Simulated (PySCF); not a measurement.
Compound: C10H7F3.
Atom-mapped SMILES: `[CH3:1][C:2]#[C:3][c:4]1[cH:5][cH:6][c:7]([C:8]([F:9])([F:10])[F:11])[cH:12][cH:13]1` (hydrogens: H14, H15, H16 on C1; H17 on C5; H18 on C6; H19 on C12; H20 on C13)

Level of theory: PySCF 2.14.0, PBE0-D3(BJ)/def2-SVP geometry optimisation, gas phase.

Entries marked ? are missing. Bonds in one row agree within 0.01 Å.

```csv
coordinate,value
C1–C2,1.452 Å
C2≡C3,1.215 Å
C3–C4,?
"C4–C5, C4–C13",1.406 Å
"C5–C6, C12–C13",1.389 Å
"C6–C7, C7–C12",?
C7–C8,?
"C8–F9, C8–F10, C8–F11",1.338 Å
"C1–H14, C1–H15, C1–H16",1.101 Å
"C5–H17, C13–H20",1.091 Å
"C6–H18, C12–H19",1.092 Å
C1–C2–C3,?
C2–C3–C4,179.7°
C3–C4–C5,120.8°
C5–C4–C13,?
C4–C5–C6,120.6°
C5–C6–C7,120.1°
C6–C7–C8,?
C6–C7–C12,119.9°
C8–C7–C12,?
C7–C8–F9,112.0°
F9–C8–F10,107.6°
```

**Question.** Estimate the withheld lengths and angles.

**Answer.** 
- C3–C4 = 1.428 Å, drawn single (alkyne carbon to substituted aromatic carbon); 0.01 Å above the sum of covalent radii, 1.42 Å.
- C6–C7, C7–C12 = 1.396 Å, aromatic (aromatic CH carbon to substituted aromatic carbon); 0.06 Å below the sum of covalent radii, 1.46 Å.
- C7–C8 = 1.503 Å, drawn single (substituted aromatic carbon to CF3 carbon); 0.01 Å above the sum of covalent radii, 1.49 Å.
- C1–C2–C3 = 180.0°, at the alkyne carbon; the outer atoms are 2.667 Å apart.
- C5–C4–C13 = 118.7°, at the substituted aromatic carbon, inside a 6-membered ring; the outer atoms are 2.420 Å apart.
- C6–C7–C8 = 120.7°, at the substituted aromatic carbon; the outer atoms are 2.519 Å apart.
- C8–C7–C12 = 119.4°, at the substituted aromatic carbon; the outer atoms are 2.504 Å apart.

Radii are Cordero's, carbon taken as 0.76, 0.73 or 0.69 Å for four, three, and two or fewer neighbours.

Whether it is a minimum is left open (no frequencies).

Shape of the structure used: `[CH3:1][C:2]#[C:3][c:4]1[cH:5][cH:6][c:7]([C:8]([F:9])([F:10])[F:11])[cH:12][cH:13]1`: C6–C7–C8–F9 -20°.
